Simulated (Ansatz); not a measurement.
Consider the ligand exchange at a Ga–F bond: `[F][Ga]([Cl])[Cl]` + `N=C=O` → `O=C=[N][Ga]([Cl])[Cl]` + H–F.

Gas-phase electronic energies from Ansatz, PBE0-D4/def2-TZVP geometries. CCSD(T)/CBS adds triple-zeta CCSD(T) − MP2 to the extrapolated MP2 energy (def2 sets, frozen cores). This one scheme is used for every species. Functionals use def2-TZVPP. B3LYP here is the variant with VWN-RPA as its local correlation; programs differ in this. For Ga outer-core shells are correlated without core-valence functions, which leaves a few kJ/mol of doubt a bond. Scalar relativity is left out up to krypton. One conformer a species, not always the lowest.

`[F][Ga]([Cl])[Cl]`:

```xyz
4

F     0.664    0.842    1.444
Ga    0.024    0.031    0.052
Cl   -0.345    1.165   -1.681
Cl   -0.342   -2.037    0.184
```

`N=C=O`:

```xyz
4

N     0.762    0.015    0.072
C    -0.426   -0.183    0.163
O    -1.536   -0.461    0.357
H     1.200    0.629   -0.592
```

`O=C=[N][Ga]([Cl])[Cl]`:

Cartesian coordinates in Å:
```
O 0.815 -1.042 2.546
C 0.351 -0.437 1.670
N -0.165 0.239 0.817
Ga -0.282 0.358 -0.986
Cl -1.444 1.905 -1.819
Cl 0.724 -1.024 -2.228
```

H–F:

Z-matrix (Å, degrees):
```
F
H 1 0.920
```

```csv
level,ΔE (kcal/mol)
B3LYP-D4,1.5
SCS-MP2/def2-QZVPP,-0.7
```

(1) What does CCSD(T)/CBS give? (An estimate is asked.)

Largest T1 diagnostic among the species: 0.018.

Answers

(1) Computed: -1.3 kcal/mol. The listed levels differ from it by 2.8, 0.6 kcal/mol.

From PBE to PBE0 (25 % exact exchange), in def2-TZVPP and without D4, ΔE moves by −2.1 kcal/mol. In def2-TZVPP, CCSD(T) changes the Hartree–Fock value by −1.1 kcal/mol (the triples alone add −0.1 kcal/mol) and MP2 by −2.2 kcal/mol. At CCSD(T), def2-SVP lies +3.6 kcal/mol from the extrapolated value and def2-TZVPP +0.6 kcal/mol.
